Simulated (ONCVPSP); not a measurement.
# Before and after: ONCV potential for boron (B)

* Element: B (Z = 5)
* Generator: ONCVPSP 4.0.1
* Type: optimised norm-conserving Vanderbilt (ONCV)
* Functional: PBE
* Relativity: non-relativistic
* Frozen core: [He]
* Valence charge: 3
* Reference configuration: 2s2 2p1
* Partial waves: 2s: rc 1.60 bohr, ncon 4, nbas 8, qcut 5.1 1/bohr, 1 projector; 2p: rc 3.50 bohr, ncon 3, nbas 8, qcut 4.8 1/bohr, 2 projectors, debl 3.4 Ha; d scattering state at 0.14 Ha: rc 3.20 bohr, ncon 5, nbas 9, qcut 3.5 1/bohr, 1 projector
* Local potential: polynomial inside 1.05 bohr (lpopt 5, dvloc0 4 Ha)
* Core correction: Teter function, fcfact 5, rcfact 1.35

Change: core correction Teter function, fcfact 5, rcfact 1.54.

Cutoffs: the cutoffs (Ha) at which the residual kinetic energy of the hardest occupied pseudo-wave falls to 1 and 0.1 mHa per electron; they do not see the model core or the augmentation charge, which bear on the density cutoff. Errors are all-electron minus pseudo energies relative to the spin-unpolarised reference configuration.

Problem. How do hardness, ghosts and transferability respond?

Solution. The potential gets neither clearly harder nor softer (9.8 Ha and 14 Ha → 9.8 Ha and 14 Ha); the errors of the 4 common tests hardly move; neither file shows a bound ghost. A model core, the more so a compact one, raises the density cutoff, which this test does not measure.

| quantity | base | changed |
| --- | --- | --- |
| cutoff, loose | 9.8 Ha | 9.8 Ha |
| cutoff, tight | 14 Ha | 14 Ha |
| bound ghosts | none | none |
| GHOST(+) flags under 300 eV | none | none |
| error for 2s2 2p0, meV [ΔE 8.22 eV] | +127 | +128 |
| error for 2s1 2p0, meV [ΔE 33.64 eV] | +400 | +397 |
| error for 2s2 2p0.5, meV [ΔE 2.89 eV] | +5.1 | +5.4 |
| error for 2s0 2p3, meV [ΔE 11.71 eV] | -137 | -140 |
| s: phases at 1.63 bohr within 0.05 rad from the reference energy up to (Ha; the scan ends near 5) | 2.3 | 2.3 |
| p: phases at 3.54 bohr within 0.05 rad from the reference energy up to (Ha; the scan ends near 5) | -0.0 | -0.0 |
| d: phases at 3.24 bohr within 0.05 rad from the reference energy up to (Ha; the scan ends near 5) | 1.5 | 1.5 |
| rms error of d²Exc/dni dnj with the model core, mHa | 1.78 | 1.47 |
